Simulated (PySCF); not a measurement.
CaF₂, SMILES [F][Ca][F]. Atoms are numbered in the order given.

```xyz
3

Ca     0.0000     0.0000     0.2879
F      0.0000    -1.9004    -0.3199
F      0.0000     1.9004    -0.3199
```
Charge 0, spin multiplicity 1.

The structure is a stationary point at PBE0-D3(BJ)/def2-TZVP. The isomer is the one that the SMILES or the coordinates give; other isomers of the formula were not compared.

Two levels are set side by side: PBE/pcSseg-2 (PySCF) and KT2/pcSseg-2 (PySCF). GIAO shifts against CFCl3 (¹⁹F) at the same level; non-relativistic, no solvent, atoms listed together averaged. Differences are taken from unrounded values.

```json
[
 {"quantity": "δ(¹⁹F) of F2, F3 (ppm)", "PBE": "35.9"}
]
```

Problem. These are the PBE values. What does KT2 give? (The exact figures need the calculation; the answer reports its results.)

Solution. 
```json
[
 {"quantity": "δ(¹⁹F) of F2, F3 (ppm)", "KT2": "18.9", "PBE minus KT2": "17.0"}
]
```

Rough cost on one machine, each run with all the roots and properties that it gave: KT2 against PBE within a factor of 2.
